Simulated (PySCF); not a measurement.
Bonds: Si1-F2, Si1-N3, Si1-N9, Si1-N13, N3-Si4, Si4-F5, Si4-N6, Si4-N14, N6-Si7, Si7-F8, Si7-N9, Si7-N10, N10-Si11, Si11-F12, Si11-N13, Si11-N14. N3 carries H15; N6 carries H16; N9 carries H17; N10 carries H18; N13 carries H19; N14 carries H20.

Geometry: PBE0-D3(BJ)/def2-SVP; GIAO shifts from PySCF 2.14.0 with density-fitted response routines, gas phase, non-relativistic, averaged over equivalent atoms.

At wB97X-D/pcSseg-1 (296 basis functions):
```tsv
atoms	δ (ppm)
Si1/Si4/Si7/Si11	-32.0
F2/F5/F8/F12	-149.8
N3/N6/N9/N10/N13/N14	62.3
H15/H16/H17/H18/H19/H20	1.05
```

Shifts are taken against calculated references (same method and geometry level): TMS for 29Si (352.93 ppm) and 1H (31.38 ppm); 19F (187.16 ppm) against CFCl3; NH3 for 15N (263.98 ppm).

Q: Predict the values at PBE0/pcSseg-1 on the same geometry.

A: 
```json
{"atoms": "Si1/Si4/Si7/Si11", "δ at PBE0/pcSseg-1": "-34.8", "change": "-2.8"}
{"atoms": "F2/F5/F8/F12", "δ at PBE0/pcSseg-1": "-154.1", "change": "-4.3"}
{"atoms": "N3/N6/N9/N10/N13/N14", "δ at PBE0/pcSseg-1": "67.1", "change": "+4.8"}
{"atoms": "H15/H16/H17/H18/H19/H20", "δ at PBE0/pcSseg-1": "1.08", "change": "+0.03"}
```

Referencing at the same level of theory: TMS for 29Si (σref 351.99), 1H (σref 31.27); 19F (σref 177.25) vs CFCl3; NH3 for 15N (σref 265.67).

The largest change is at N3/N6/N9/N10/N13/N14 (nitrogen bonded to 2 Si, H). Cost: 296 basis functions.

Unscaled 19F shifts against computed CFCl3 carry errors that often reach 10 to 50 ppm. Experimental scales use liquid or dissolved standards, which lie at an offset from isolated NH3 (liquid NH3: subtract about 20 ppm).
